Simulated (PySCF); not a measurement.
Gas-phase reaction: 2 LiCl + 3 O ⇌ Li₂O + 2 ClO

Energies from PySCF, thermal terms from the rigid-rotor harmonic-oscillator model, ideal gas at 1 bar. 'Table' is the NASA 1993 thermochemical table (part measured, part estimated). † marks an energy on the PBE0/def2-TZVP geometry and frequencies. Open shells (unrestricted): O (multiplicity 3), ClO (multiplicity 2); the rest are closed-shell singlets. Spin-orbit splitting is ignored; it lowers the true energy and changes the entropy of O, ClO. The table's entry may be an old estimate for Li₂O, ClO (not checked at source).

M06-2X/def2-TZVP† gives ΔH°(298 K) = -304.2 kJ.

**Question.** What does ωB97M-V/def2-TZVP† give, and where does the table lie?

**Answer.** ωB97M-V/def2-TZVP†: -325.0 kJ. Table: -320.6 kJ.
